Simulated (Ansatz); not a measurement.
The same path of C$_{3}$H$_{4}$BN (9 atoms, charge 0, multiplicity 1) was run twice with different band settings.

The calculation used Ansatz 0.2.0, RKS revPBE/cc-pVDZ.

Relaxed end points:

```xyz
9
Properties=species:S:1:pos:R:3
C 0.696 2.529 -0.644
C 0.728 1.311 -0.460
B 0.832 -0.207 -0.252
N -0.233 -0.935 0.232
C -1.188 -1.628 0.671
H 0.663 3.597 -0.805
H 1.853 -0.820 -0.506
H -1.937 -2.086 -0.013
H -1.326 -1.807 1.760
```

```xyz
9
Properties=species:S:1:pos:R:3
C 0.697 2.530 -0.643
C 0.729 1.313 -0.457
B 0.831 -0.206 -0.250
N -0.233 -0.936 0.234
C -1.189 -1.629 0.669
H 0.665 3.598 -0.804
H 1.852 -0.819 -0.506
H -1.329 -1.810 1.758
H -1.936 -2.086 -0.017
```

Common settings: movable images 5; climbing image yes; spring 5.0 eV/Å²; optimiser quadratic models (default); start path IDPP; iteration limit 60; end points relaxed.

| run | force threshold |
| --- | --- |
| 1 | 0.03 eV/Å |
| 2 | 0.5 eV/Å |

**Question.** What does each run give, and how far can it be trusted?

**Answer.** Run 1: converged after 19 iterations, highest image 0.740 eV above the first end. A vibrational analysis at the climbing image gives one clearly imaginary mode, 173i cm⁻¹: a first-order saddle point.
Run 2: converged after 10 iterations, highest image 0.905 eV above the first end. The threshold of 0.5 eV/Å is loose, so the images may lie well off the minimum-energy path. The order of the stationary point at the top wasn't checked.
